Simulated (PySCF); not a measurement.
# Shapes and spin states of H2WS

Computed with PySCF, PBE0, basis W def2-TZVP with ECP60, S def2-TZVP, H def2-TZVP (scalar-relativistic core potentials, no spin–orbit coupling, density fitting).

Relaxations began from a few typed shapes and spin states; open shells are unrestricted. The search is not exhaustive: other isomers or separated fragments can lie lower, and high-lying points may rest on an excited occupation.

(1) Order these stationary points by electronic energy, lowest first, in kJ/mol from the lowest minimum.
A. triplet C2v: W–H 1.737 Å (×2), W–S 2.097 Å; H–W–H 127.7°, H–W–S 116.2° (×2)
B. singlet C2v: W–H 1.742 Å (×2), W–S 2.077 Å; H–W–H 130.3°, H–W–S 114.8° (×2)
C. singlet (closed shell, unstable to spin polarisation) Cs: W–H 1.705 Å (×2), W–S 2.066 Å; H–W–H 118.5°, H–W–S 102.3° (×2)
D. broken-symmetry Ms = 0 (⟨S²⟩ 0.98) C2v: W–H 1.736 Å (×2), W–S 2.090 Å; H–W–H 128.4°, H–W–S 115.8° (×2)

(2) Which of them are minima?

Results:

(1) A (0.0), D (37.5), C (78.8), B (101.7).

(2) By energy in kJ/mol, 0.0: minimum; 37.5: minimum; 78.8: minimum of the closed-shell surface only; 101.7: saddle point, 1 imaginary mode.

For the lowest minimum: with open d or f shells other occupations or spin states may lie lower. No spin–orbit coupling is included, which matters more the heavier the element.

The electron or spin density has lower symmetry than the nuclear frame for the broken-symmetry Ms = 0 (⟨S²⟩ 0.98) C2v at 37.5 kJ/mol.
